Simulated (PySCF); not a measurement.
**Two-photon absorption: SMILES [C-]#[N+]c1ccco1, C₅H₃NO**

Geometry:
| atom | x (Å) | y (Å) | z (Å) |
| --- | --- | --- | --- |
| C1 | 3.294 | -0.574 | 0.045 |
| N2 | 2.137 | -0.348 | 0.033 |
| C3 | 0.815 | -0.067 | 0.015 |
| C4 | 0.133 | 1.102 | -0.188 |
| C5 | -1.247 | 0.755 | -0.087 |
| C6 | -1.283 | -0.585 | 0.166 |
| O7 | -0.036 | -1.090 | 0.230 |
| H8 | 0.574 | 2.076 | -0.384 |
| H9 | -2.102 | 1.419 | -0.191 |
| H10 | -2.092 | -1.293 | 0.321 |

Level of theory: TDDFT CAM-B3LYP/def2-TZVPD excited states, vertical, gas phase (PySCF). Geometry: PBE0-D3(BJ)/def2-SVP.

Give the one- and two-photon strengths of the lowest singlets.

δ for parallel linear polarisation; σ at the peak of a Lorentzian of half width 0.1 eV, single beam; Ω is circular over linear.
| state | E (eV) | f | photon λ (nm) | δ (au) | σ (GM) | Ω | main |
| --- | --- | --- | --- | --- | --- | --- | --- |
| S1 | 5.43 | 0.371 | 457 | 149 | 1.61 | 0.88 | HOMO→LUMO 0.96 |
| S2 | 5.90 | 0.000 | 420 | 1.7 | 0.02 | 1.50 | HOMO→LUMO+2 0.65, HOMO→LUMO+1 0.19 |
| S3 | 6.34 | 0.006 | 391 | 40.7 | 0.60 | 1.50 | HOMO→LUMO+1 0.76, HOMO→LUMO+2 0.14 |
| S4 | 6.60 | 0.003 | 375 | 444 | 7.10 | 0.80 | HOMO→LUMO+5 0.50, HOMO−1→LUMO 0.45 |
| S5 | 6.99 | 0.016 | 355 | 81.3 | 1.45 | 1.50 | HOMO→LUMO+4 0.58, HOMO→LUMO+3 0.22 |
| S6 | 7.18 | 0.002 | 345 | 15.9 | 0.30 | 1.50 | HOMO→LUMO+3 0.63, HOMO→LUMO+4 0.28 |

Among these, the strongest one-photon state is S1, the strongest two-photon state S4, with a dipole change of 0.4 D (relaxed, norm of the difference vector).
